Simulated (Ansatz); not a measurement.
C2H6S2Zn (`C[S][Zn][S]C`). The species carries charge 0 and has multiplicity 1. The structure was optimised at the PBE0-D4/def2-TZVP level. It is one conformer, not always the lowest.

```xyz
11

C     2.824    0.408    0.299
S     2.091   -0.788   -0.868
Zn    0.049   -0.098   -1.017
S    -1.993    0.589   -1.196
C    -2.843   -0.369    0.102
H     2.791    1.424   -0.091
H     2.340    0.369    1.274
H     3.868    0.117    0.419
H    -3.891   -0.070    0.067
H    -2.783   -1.440   -0.082
H    -2.453   -0.142    1.093
```

(1) What is the dipole moment at PBE/def2-TZVPP? (Estimate.)

(2) And with r2SCAN, B3LYP, ωB97M-V? (Best estimate.)

(3) Give the Mulliken charges with PBE, B3LYP, r2SCAN in def2-TZVPP. (An estimate is asked.)

Results:

(1) Computed: 1.87 D, with components (-0.09, 0.18, 1.86) D in this frame, pointing from negative to positive charge.

(2) Ansatz gave: r2SCAN 1.96 D, B3LYP 1.85 D, ωB97M-V 1.82 D.

(3) The calculation gave: 
```csv
atom,PBE,B3LYP,r2SCAN
C1,-0.26,-0.26,-0.13
S2,-0.23,-0.25,-0.28
Zn3,0.23,0.30,0.31
S4,-0.23,-0.25,-0.28
C5,-0.26,-0.26,-0.13
H6,0.13,0.12,0.09
H7,0.12,0.12,0.08
H8,0.12,0.12,0.08
H9,0.12,0.12,0.08
H10,0.13,0.12,0.09
H11,0.12,0.12,0.08
```

B3LYP here is the variant with VWN-RPA as its local correlation; programs differ in this.
